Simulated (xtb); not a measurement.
xtb input (GFN2-xTB):

```bash
xtb mol.xyz --gfn 2 --sp --chrg 0 --uhf 0
```
mol.xyz:
```
7

Se     0.00000000    -0.00000000    -0.00000000
H      1.56119827     0.00419942     0.00096520
H     -1.56119827    -0.00419942    -0.00096520
H     -0.00420244     1.56119085     0.00490646
H      0.00420244    -1.56119085    -0.00490646
H     -0.00095200    -0.00490904     1.56119621
H      0.00095200     0.00490904    -1.56119621
```

End of the output:

```
         :::::::::::::::::::::::::::::::::::::::::::::::::::::
         ::                     SUMMARY                     ::
         :::::::::::::::::::::::::::::::::::::::::::::::::::::
         :: total energy              -6.122866476424 Eh    ::
         :: gradient norm              0.017361445349 Eh/a0 ::
         :: HOMO-LUMO gap              7.671497963395 eV    ::
         ::.................................................::
         :: SCC energy                -6.137600380728 Eh    ::
         :: -> isotropic ES           -0.045916071096 Eh    ::
         :: -> anisotropic ES         -0.000949098932 Eh    ::
         :: -> anisotropic XC          0.000033050042 Eh    ::
         :: -> dispersion             -0.001536586710 Eh    ::
         :: repulsion energy           0.014733904304 Eh    ::
         :: add. restraining           0.000000000000 Eh    ::
         :: total charge               0.000000000000 e     ::
         :::::::::::::::::::::::::::::::::::::::::::::::::::::

           -------------------------------------------------
          |                Property Printout                |
           -------------------------------------------------

    * Orbital Energies and Occupations

         #    Occupation            Energy/Eh            Energy/eV
      -------------------------------------------------------------
         1        2.0000           -0.8076257             -21.9766
         2        2.0000           -0.5417873             -14.7428
         3        2.0000           -0.5417873             -14.7428
         4        2.0000           -0.5417873             -14.7428
         5        2.0000           -0.4567769             -12.4295
         6        2.0000           -0.4567769             -12.4295 (HOMO)
         7                         -0.1748545              -4.7580 (LUMO)
         8                         -0.1748545              -4.7580
         9                         -0.1748545              -4.7580
        10                         -0.1329701              -3.6183
        11                          0.0277809               0.7560
        12                          0.0277809               0.7560
        13                          0.0277809               0.7560
        14                          2.5204988              68.5863
        15                          2.5204988              68.5863
      -------------------------------------------------------------
                  HL-Gap            0.2819224 Eh            7.6715 eV
Note: The following floating-point exceptions are signalling: IEEE_DENORMAL
normal termination of xtb
             Fermi-level           -0.3158157 Eh           -8.5938 eV

     #   Z          covCN         q      C6AA      α(0)
     1  34 Se       5.406    -0.830   265.672    28.401
     2   1 H        0.901     0.138     1.476     1.901
     3   1 H        0.901     0.138     1.476     1.901
     4   1 H        0.901     0.138     1.476     1.901
     5   1 H        0.901     0.138     1.476     1.901
     6   1 H        0.901     0.138     1.476     1.901
     7   1 H        0.901     0.138     1.476     1.901

 Mol. C6AA /au·bohr⁶  :        555.481672
 Mol. C8AA /au·bohr⁸  :      26486.780504
 Mol. α(0) /au        :         39.804985

Wiberg/Mayer (AO) data.
largest (>0.10) Wiberg bond orders for each atom

 ---------------------------------------------------------------------------
     #   Z sym  total        # sym  WBO       # sym  WBO       # sym  WBO
 ---------------------------------------------------------------------------
     1  34 Se   4.866 --     7 H    0.811     6 H    0.811     3 H    0.811
                             2 H    0.811     5 H    0.811     4 H    0.811
     2   1 H    0.981 --     1 Se   0.811
     3   1 H    0.981 --     1 Se   0.811
     4   1 H    0.981 --     1 Se   0.811
     5   1 H    0.981 --     1 Se   0.811
     6   1 H    0.981 --     1 Se   0.811
     7   1 H    0.981 --     1 Se   0.811
 ---------------------------------------------------------------------------

Topologies differ in total number of bonds
Writing topology from bond orders to xtbtopo.mol

molecular dipole:
                 x           y           z       tot (Debye)
 q only:       -0.000       0.000       0.000
   full:       -0.000       0.000       0.000       0.000
molecular quadrupole (traceless):
                xx          xy          yy          xz          yz          zz
 q only:        0.000      -0.000       0.000      -0.000      -0.000      -0.000
  q+dip:        0.000      -0.000       0.000      -0.000      -0.000      -0.000
   full:        0.000      -0.000       0.000      -0.000      -0.000      -0.000

           -------------------------------------------------
          | TOTAL ENERGY               -6.122866476424 Eh   |
          | GRADIENT NORM               0.017361445349 Eh/α |
          | HOMO-LUMO GAP               7.671497963395 eV   |
           -------------------------------------------------

------------------------------------------------------------------------
------------------------------------------------------------------------
 total:
 SCF:
```
